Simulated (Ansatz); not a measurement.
Relaxation of CH4BBrO (8 atoms, charge 0, multiplicity 1), to a largest force component of 0.015 eV/Å in at most 40 steps.

Level of theory: RKS PBE-D4/def2-SVP in Ansatz.

```xyz
8
Properties=species:S:1:pos:R:3:forces:R:3
O -0.400 1.494 -0.705 -2.34 -0.90 0.75
B 0.005 0.663 0.360 0.08 0.46 -1.87
C 0.472 -0.807 0.026 -1.95 -1.28 2.82
Br 1.861 -0.856 -1.189 1.55 -0.03 -1.40
H -1.424 1.381 -0.783 2.26 0.54 -0.01
H 0.051 1.089 1.467 -0.09 0.32 0.83
H -0.426 -1.404 -0.355 0.71 0.44 0.15
H 0.779 -1.330 1.016 -0.21 0.46 -1.27
```

Question: Where does it end, and by what steps?

Answer: The forces met the threshold. After 15 steps the energy has fallen by 1.086 eV; H6 moved furthest, 1.09 Å.

```json
{"step": "0", "energy less start (eV)": "0.0000", "largest force component (eV/Å)": "2.821", "accepted": "yes"}
{"step": "1", "energy less start (eV)": "-0.2827", "largest force component (eV/Å)": "1.202", "accepted": "yes"}
{"step": "2", "energy less start (eV)": "-0.5022", "largest force component (eV/Å)": "1.667", "accepted": "yes"}
{"step": "3", "energy less start (eV)": "-0.7573", "largest force component (eV/Å)": "1.170", "accepted": "yes"}
{"step": "4", "energy less start (eV)": "-0.8735", "largest force component (eV/Å)": "1.724", "accepted": "yes"}
{"step": "5", "energy less start (eV)": "-1.0095", "largest force component (eV/Å)": "0.474", "accepted": "yes"}
{"step": "6", "energy less start (eV)": "-1.0393", "largest force component (eV/Å)": "0.226", "accepted": "yes"}
{"step": "7", "energy less start (eV)": "-1.0488", "largest force component (eV/Å)": "0.246", "accepted": "yes"}
{"step": "8", "energy less start (eV)": "-1.0587", "largest force component (eV/Å)": "0.259", "accepted": "yes"}
{"step": "9", "energy less start (eV)": "-1.0815", "largest force component (eV/Å)": "0.166", "accepted": "yes"}
{"step": "10", "energy less start (eV)": "-1.0760", "largest force component (eV/Å)": "0.389", "accepted": "no"}
{"step": "11", "energy less start (eV)": "-1.0856", "largest force component (eV/Å)": "0.029", "accepted": "yes"}
{"step": "12", "energy less start (eV)": "-1.0849", "largest force component (eV/Å)": "0.120", "accepted": "no"}
{"step": "13", "energy less start (eV)": "-1.0862", "largest force component (eV/Å)": "0.037", "accepted": "yes"}
{"step": "14", "energy less start (eV)": "-1.0857", "largest force component (eV/Å)": "0.121", "accepted": "no"}
{"step": "15", "energy less start (eV)": "-1.0864", "largest force component (eV/Å)": "0.011", "accepted": "yes"}
```

```xyz
8
Properties=species:S:1:pos:R:3
O -0.274 1.426 -0.750
B -0.280 0.493 0.230
C 0.541 -0.842 0.092
Br 1.571 -1.052 -1.563
H -0.825 2.199 -0.534
H -0.930 0.663 1.256
H -0.139 -1.716 0.167
H 1.255 -0.941 0.937
```

Time of the run: 27 s on 2 threads of Intel(R) Xeon(R) Platinum 8488C (Sapphire Rapids), with other jobs on the host, peak memory 0.17 GiB.
